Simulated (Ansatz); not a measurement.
Ansatz (a program for electronic structure) input:

Ansatz 0.2 input:
```yaml
crystal:
  periodic: [false, false, false]
  atoms:
    - {symbol: Se, position_ang: [-0.00000000, -0.00000000, -0.00000000]}
    - {symbol: O, position_ang: [1.60032656, -0.03134173, -0.04661645]}
    - {symbol: O, position_ang: [-0.77295480, 1.40217965, 0.02517160]}
    - {symbol: O, position_ang: [-0.82737176, -1.37083792, 0.02144485]}
basis:
  gaussian:
    orbitals: def2-TZVPD
hamiltonian:
  xc: {name: wB97X-V}
output: {forces: true}
```

**Question.** Predict the final energy.

**Answer.** -2626.87914 Eh (wB97X-V/def2-TZVPD). The basis has 177 functions.
